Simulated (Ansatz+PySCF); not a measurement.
Results of a calculation; reference values are marked as such.
## Several solutions for quintet RuO

```xyz
2

Ru    0.0000    0.0000    0.0000
O     0.0000    0.0000    1.7140
```

Basis set: def2-SVP (spherical functions, with the set's core potentials past Kr). Charge 0, multiplicity 5.

UHF was run from several starts with Ansatz (development build ahead of 0.2.0) and PySCF 2.14.0.

```
run  program                                 start  converged  energy (hartree)  <S²>
  A    PySCF   guess minao, instabilities followed        yes        -168.83793  6.47
  B   Ansatz           search for the lowest state        yes        -168.83793  6.47
  C    PySCF  guess huckel, instabilities followed        yes        -168.83793  6.47
  D   Ansatz               stability test followed        yes        -168.83793  6.47
  E    PySCF                      program defaults         no                 –     –
  F    PySCF    guess atom, instabilities followed        yes        -168.83793  6.47
  G   Ansatz               atomic start, no search        yes        -168.83793  6.47
```

**Question.** Which runs reached the lowest solution of this kind, and what is wrong with the others?

**Answer.** A, B, C, D, F, G reached the lowest solution found. Not converged: E. Caution: other spin multiplicities were not run. Caution: the unrestricted determinant is spin contaminated.
